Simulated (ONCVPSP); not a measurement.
# Potentials for Sr (Z = 38) compared

Generated with ld1.x 7.5 (TM, RRKJ, ultrasoft, PAW), atompaw 4.2 or ONCVPSP 4.0.1. The cutoff is in Ry: for ld1.x and atompaw files where the sum of valence levels is converged to 10 mRy in a Bessel basis, for ONCV files where the hardest occupied wave has 1 mHa per electron of residual kinetic energy. The error is the largest all-electron minus pseudo excitation energy over each file’s own four to seven test configurations (ionisations up to +4, promotions, holes and added fractions of an electron), all of which were solved. The labels leave out finer settings (local radius, basis sizes, second energies), which also bear on the numbers. Spin-polarised tests are not counted. The rows are a selection from randomly drawn settings: files with unsolved tests, undetermined cutoffs or missed reference levels are left out.

| potential | cutoff (Ry) | largest error (meV) | bound ghosts |
| --- | --- | --- | --- |
| ONCV, LDA (Perdew-Wang 92), scalar-relativistic, rc 2.35/1.55/2.10 (spd), local smoothed, core correction yes, reference 4s2 4p6 5s1, qcut 5.1/5/4.1, projectors 3/3/2 | 56 | -2.1 | none |
| ONCV, LDA (Perdew-Wang 92), scalar-relativistic, rc 2.20/2.40/2.00 (spd), local d, core correction no, reference 4s2 4p6 5s2, qcut 6.4/4.6/5.5, projectors 3/2/0 | 27 | -2.0 | none |
| ONCV, PBE, fully relativistic, rc 2.60/2.15/2.25 (spd), local smoothed, core correction yes, reference 4s2 4p6 5s1 5p1, qcut 4.5/7.9/3.7, projectors 2/2/2 | 28 | -1.9 | none |
| ONCV, LDA (Perdew-Wang 92), fully relativistic, rc 2.35/1.55/1.90 (spd), local smoothed, core correction no, reference 4s2 4p6 5s1.75, qcut 4.4/6.3/5.9, projectors 2/2/1 | 38 | +27 | none |
| ONCV, PBEsol, scalar-relativistic, rc 2.00/2.10/2.10 (spd), local smoothed, core correction yes, reference 4s2 4p6 5s1.5, qcut 6.7/6.9/4.1, projectors 2/1/1 | 28 | +20 | none |
| ONCV, PW91, scalar-relativistic, rc 2.35/2.55/2.05 (spd), local smoothed, core correction yes, reference 4s2 4p6 5s2, qcut 4.8/6.5/4.9, projectors 2/2/2 | 17 | -13 | none |

Fill in the row for Sr: ONCV, PBE, scalar-relativistic, rc 2.00/1.65/2.00/1.80 (spdf), local smoothed, core correction yes, reference 4s2 4p6 5s2, qcut 7.9/5.7/4.2/6.2, projectors 2/1/3/2.

cutoff 31 Ry, largest error -2.0 meV, bound ghosts: none.

Fill in the row for Sr: ONCV, LDA (Perdew-Wang 92), fully relativistic, rc 2.70/2.20/2.60 (spd), local smoothed, core correction no, reference 4s2 4p6 5s2, qcut 4.7/7.6/3.9, projectors 3/1/1.

cutoff 32 Ry, largest error -2.4 meV, bound ghosts: none.
